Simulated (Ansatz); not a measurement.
Kohn–Sham single points on CH$_{8}$BNSi$_{2}$.

```yaml
crystal:
  periodic: [false, false, false]
  atoms:
    - {symbol: N, position_ang: [-1.447144, -0.644888, 2.085696]}
    - {symbol: C, position_ang: [-1.069486, -0.474016, 0.993233]}
    - {symbol: Si, position_ang: [1.282770, -1.258739, -0.410883]}
    - {symbol: B, position_ang: [-0.500242, -0.307526, -0.368051]}
    - {symbol: Si, position_ang: [-0.160395, 1.671354, -0.615762]}
    - {symbol: H, position_ang: [-1.934450, -0.370311, 2.912356]}
    - {symbol: H, position_ang: [1.945544, -1.011992, -1.721114]}
    - {symbol: H, position_ang: [1.146182, -2.733750, -0.239693]}
    - {symbol: H, position_ang: [2.202015, -0.776559, 0.660092]}
    - {symbol: H, position_ang: [-1.259844, -0.733719, -1.201018]}
    - {symbol: H, position_ang: [-1.415919, 2.477447, -0.601018]}
    - {symbol: H, position_ang: [0.724158, 2.229753, 0.447822]}
    - {symbol: H, position_ang: [0.507215, 1.898445, -1.926761]}
basis:
  gaussian: {orbitals: def2-TZVPP}
hamiltonian: {xc: r2scan, dispersion: d4}
output: {forces: true, orbitals: {seedname: orbitals}}
```

```sh
$ ansatz run in.yaml --threads 4 --pin off --events-out ev --progress --plain --max-ram 10444MiB
```

Shortened log:

```
Functional definition: r2SCAN
1552 factors; their error is unknown
mean field evaluation 1: about -19079.6953 eV, gradient 5.1e1 eV
mean field evaluation 2: about -19078.0088 eV, gradient 5.5e1 eV
mean field evaluation 4: about -19086.0674 eV, gradient 6.2e0 eV
mean field evaluation 8: about -19086.1927 eV, gradient 1.9e-1 eV
mean field evaluation 16: about -19086.1534 eV, gradient 2.5e-4 eV
mean field -19086.15344614 eV, -701.4032020862 hartree, gradient 8.8e-6 eV, S^2 0.000000; 0 other end points of the search recorded, 0 dependent functions left out
reference -19086.15346218 eV, -701.4032026755 hartree; 27, 27 occupied and 262, 262 virtual orbitals, 1552 factors
Total energy: -19086.23342114 eV, -701.4061411132 hartree
Atom 0 at    -1.447144    -0.644888     2.085696 Å, force    -0.149256    -0.176452     0.590236 eV/Å
Atom 1 at    -1.069486    -0.474016     0.993233 Å, force     0.166124     0.151961    -0.614859 eV/Å
Atom 2 at     1.282770    -1.258739    -0.410883 Å, force     0.063900    -0.034982    -0.004964 eV/Å
Atom 3 at    -0.500242    -0.307526    -0.368051 Å, force    -0.068881    -0.040947     0.081521 eV/Å
Atom 4 at    -0.160395     1.671354    -0.615762 Å, force     0.008903     0.070533    -0.009635 eV/Å
Atom 5 at    -1.934450    -0.370311     2.912356 Å, force    -0.006149     0.041551    -0.030125 eV/Å
Atom 6 at     1.945544    -1.011992    -1.721114 Å, force    -0.008825    -0.005925     0.022903 eV/Å
Atom 7 at     1.146182    -2.733750    -0.239693 Å, force     0.002889     0.026953    -0.004314 eV/Å
Atom 8 at     2.202015    -0.776559     0.660092 Å, force    -0.021013    -0.007904    -0.023086 eV/Å
Atom 9 at    -1.259844    -0.733719    -1.201018 Å, force     0.015662     0.005336    -0.006891 eV/Å
Atom 10 at    -1.415919     2.477447    -0.601018 Å, force     0.024381    -0.015306    -0.000617 eV/Å
Atom 11 at     0.724158     2.229753     0.447822 Å, force    -0.017158    -0.012953    -0.023435 eV/Å
Atom 12 at     0.507215     1.898445    -1.926761 Å, force    -0.010578    -0.001865     0.023267 eV/Å
Dipole moment:    -0.513596    -0.043467     0.704199 e Å
```

Hardware: 4 threads of an Arm Neoverse V2 on a shared host. Wall time 5.5 s, peak host memory 0.45 GiB.

The same input with `hamiltonian: {xc: {name: B3LYP}, dispersion: d4}` (abridged; 6.5 s):

```
Functional definition: B3LYP
mean field evaluation 16: about -19091.0625 eV, gradient 1.9e-5 eV
mean field -19091.06253990 eV, -701.5836079544 hartree, gradient 1.9e-5 eV, S^2 0.000000
Total energy: -19091.57054033 eV, -701.6022766259 hartree
Atom 0 force    -0.037246    -0.049142     0.179196 eV/Å
Atom 1 force    -0.011104     0.008603    -0.119991 eV/Å
Atom 2 force     0.167392    -0.116436    -0.026544 eV/Å
Atom 3 force    -0.099491    -0.046573    -0.041455 eV/Å
Atom 4 force     0.014695     0.200829    -0.055258 eV/Å
Atom 5 force    -0.001455     0.015048    -0.012002 eV/Å
Atom 6 force    -0.033846    -0.018514     0.079715 eV/Å
Atom 7 force     0.011949     0.084109    -0.009958 eV/Å
Atom 8 force    -0.056207    -0.028372    -0.064391 eV/Å
Atom 9 force     0.062539     0.032701     0.054188 eV/Å
Atom 10 force     0.074375    -0.043725     0.000480 eV/Å
Atom 11 force    -0.053005    -0.033126    -0.064037 eV/Å
Atom 12 force    -0.038595    -0.005402     0.080056 eV/Å
Dipole moment:    -0.528682    -0.048679     0.724056 e Å
```

Changing it to `hamiltonian: {xc: {name: wB97M-V}}` (abridged; 14 s):

```
Functional definition: wB97M-V
mean field evaluation 16: about -19086.5120 eV, gradient 9.8e-5 eV
mean field -19086.51198040 eV, -701.4163779773 hartree, gradient 3.0e-5 eV, S^2 0.000000
Total energy: -19086.51204410 eV, -701.4163803180 hartree
Atom 0 force     0.054005     0.082145    -0.224624 eV/Å
Atom 1 force    -0.176176    -0.104911     0.493501 eV/Å
Atom 2 force     0.060862    -0.049323    -0.022246 eV/Å
Atom 3 force     0.128078     0.049086    -0.391743 eV/Å
Atom 4 force     0.006251     0.071673    -0.046270 eV/Å
Atom 5 force     0.008958    -0.024680     0.004148 eV/Å
Atom 6 force    -0.066967    -0.026901     0.145069 eV/Å
Atom 7 force     0.023812     0.153474    -0.015113 eV/Å
Atom 8 force    -0.090625    -0.045135    -0.101629 eV/Å
Atom 9 force     0.071331     0.042325     0.109264 eV/Å
Atom 10 force     0.135171    -0.076679     0.002882 eV/Å
Atom 11 force    -0.085546    -0.054187    -0.100029 eV/Å
Atom 12 force    -0.069155    -0.016886     0.146789 eV/Å
Dipole moment:    -0.557095    -0.058196     0.768396 e Å
```

B3LYP takes the VWN-RPA correlation (the form of Gaussian; ORCA's B3LYP/G).
